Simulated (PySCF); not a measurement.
C3H5FOSi, SMILES C1C([SiH2]F)=CO1.

The structure is a stationary point at B3LYP-D3(BJ)/def2-SVP. The structure was generated by enumeration, and PubChem lists no compound with its InChIKey, so it may never have been made. One conformer was computed; it need not be the lowest.

Vertical ionisation energy (IE) and electron affinity (EA) in eV. Rows of orbital energies are one-electron estimates. Where ΔSCF, EOM or ADC give a negative EA the extra electron is unbound and the value depends on the basis.

```tsv
level	IE	EA
−ε(HOMO), −ε(LUMO), CAM-B3LYP/def2-TZVP (PySCF)	8.32	-0.81
−ε(HOMO), −ε(LUMO), PBE/def2-TZVP (PySCF)	5.81	1.26
```
